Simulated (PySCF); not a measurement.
**Computed and published core binding energies of `Fc1ccc(F)cc1`**

The experiment to reproduce (core binding energies): C 1s of C3/C4/C7/C8 290.99 eV [1]; C 1s of C2/C5 292.95 eV [1]. Sources and the comparison follow the method.

C₆H₄F₂.
Z-matrix (Å and degrees, PBE0-D3(BJ)/def2-TZVP geometry), rows numbered from 1:
```
F 
C   1  1.3394
C   2  1.3813  1  119.01
C   3  1.3866  2  118.99  1  -179.98
C   4  1.3814  3  118.95  2    -0.04
F   5  1.3394  4  118.86  3  -179.99
C   5  1.3813  4  122.11  3     0.02
C   2  1.3813  1  118.97  3   180.00
H   3  1.0825  2  119.72  1     0.01
H   4  1.0826  3  121.31  2  -180.00
H   7  1.0826  5  119.77  4  -179.98
H   8  1.0825  2  119.70  1     0.00
```

Method: PySCF 2.14.0, delta-SCF UKS SCAN, pcX-3 on the ionised atom, pcseg-2 elsewhere, spin-free X2C. Each binding energy is the total energy of the core-ionised species, with the hole localised on one atom, minus that of the ground state; both are solved self-consistently, so orbital relaxation is included.

```
       atom          environment  level  this calculation (eV)  reference (eV)  difference (eV)  source
C3/C4/C7/C8   aromatic CH carbon   C 1s                 290.76          290.99            -0.23     [1]
      C2/C5  aromatic C–F carbon   C 1s                 292.73          292.95            -0.22     [1]
```

[1] measured, gas; Chong, Molecules 2021, 26, 1947 (electron spectra of vapor-phase indole and four azaindoles)

Q: How well does this level of theory reproduce the measurements here?

A: Over the 2 different measured values (2 distinct lines) the mean signed difference is -0.22 eV, the mean unsigned one 0.22 eV and the largest 0.23 eV. The calculation is vertical and has no vibrational structure, and measured positions depend on the energy calibration.

Q: What does the calculation give for the levels without a reference value here?

A: F1/F6 F 1s 692.97 eV.

Lowest listed C 1s: C3/C4/C7/C8, bonded to 2 C (aromatic in the SMILES) and H. Highest, 1.97 eV above it: C2/C5, bonded to F and 2 C (aromatic in the SMILES).

The first atom of each set that the bonding makes equivalent was ionised and stands for the set. Geometry: PBE0-D3(BJ)/def2-TZVP; no solvent, vibrations or thermal averaging.
